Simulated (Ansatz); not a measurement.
Ideal-gas functions of ClH5Si3, SMILES `Cl[SiH]1[SiH2][SiH2]1` at 298.15 K and 1 bar, from an Ansatz frequency run at PBE0-D4/def2-TZVP.

Molar mass 124.75 g/mol, point group Cs (symmetry number 1), electronic degeneracy 1, moments of inertia 118.599, 335.7, 400.687 u Å². Harmonic wavenumbers (cm⁻¹, unscaled): 72, 94, 255, 268, 336, 390, 450, 468, 548, 588, 615, 624, 659, 745, 883, 884, 2218, 2219, 2227, 2242, 2249.

Use S(trans) = R[1.5 ln M + 2.5 ln T − 1.1517]; rotational temperatures θ = 24.2544 K / I; S(rot) = R[ln(√π/σ · √(T³/θAθBθC)) + 1.5]; for each mode x = 1.438777 ν̃/T, S = R[x/(eˣ − 1) − ln(1 − e⁻ˣ)] and H = RT x/(eˣ − 1); 1 cm⁻¹ = 0.0119627 kJ/mol; R = 8.31446 J/(mol·K).

**Question.** By hand: the entropy, in J/(mol·K).

**Answer.** Translation 169.0. Rotation: θ = 0.2045, 0.0723, 0.0605 K, giving 117.5. Vibration, mode by mode: 17.15, 14.96, 7.10, 6.73, 5.15, 4.18, 3.33, 3.11, 2.29, 1.97, 1.78, 1.72, 1.50, 1.08, 0.63, 0.62, 0.00, 0.00, 0.00, 0.00, 0.00, in all 73.3. Electronic 0.0. Sum 359.8 J/(mol·K).

**Question.** By hand: H − E and G − E in kJ/mol, counted from the electronic energy.

**Answer.** Zero-point energy ½ × 19034 × 0.0119627 = 113.8; thermal vibration 12.3; translation, rotation and pV give 4 RT = 9.9. H − E = 136.0 kJ/mol, and G − E = 136.0 − 298.15 × 359.8/1000 = 28.7 kJ/mol.

Vibration gives 20 % of the entropy, 32.1 J/(mol·K) of it from the modes under 150 cm⁻¹: soft modes count most, and the harmonic formula is weakest for them.
